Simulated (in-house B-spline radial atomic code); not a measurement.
RPA and G0W0 on CAM-B3LYP: C-

Configuration [He] 2s2 2p3, highest spin, mean-field start CAM-B3LYP. Computed with a B-spline radial code for spherical atoms: all electrons, scalar-relativistic (spin-free one-electron X2C), finite nucleus, each spin shell either full or empty, empty states to l = 9 with an (l + 1/2)⁻⁴ tail; G0W0 by contour deformation at full frequency.

Command:
```bash
python run_gw.py task.json out
```
Settings (radii: box in bohr, nucleus in fm):
```
Z                        6
electrons                7
configuration            [He] 2s2 2p3
hamiltonian              x2c
method                   camb3lyp
lmax                     9
rms_radius               2.4702
spin_polarised           True
box_radius               60
intervals                77
```

Cost of the run: 1.9 s on 1 thread of Arm Neoverse V2, on a shared host.

Energies (hartree):

```
                                     term      value
                         mean-field total  -37.90380
Hartree-Fock functional on these orbitals  -37.71886
                      direct second order   -0.36051
                    second-order exchange    0.16527
                         SOSEX correction    0.13983
```

**Question.** What is the RPA correlation energy, and what remains with SOSEX?

**Answer.** RPA gives -0.29269 hartree (-1.14 eV per electron); RPA + SOSEX gives -0.15286, and the second-order doubles -0.19524 hartree (no singles). SOSEX takes back 48 % of the RPA value.

Quasi-particle levels (eV):

| level | occupied | mean field | Σx - vxc | Σc | QP weight | G0W0 |
| --- | --- | --- | --- | --- | --- | --- |
| 2p up | yes | -0.332 | -1.93 | ? | ? | ? |

G0W0 = mean field + (Σx - vxc) + Σc, with Σc (partial-wave tail included) taken at the quasi-particle energy. Levels of low weight are left out.

**Question.** Where does G0W0 put 2p up?

**Answer.** At -1.142 eV, with Σc = 1.12 eV and a quasi-particle weight of 0.735. The tabulated removal energy is 1.262 eV (electron affinity of the neutral atom).
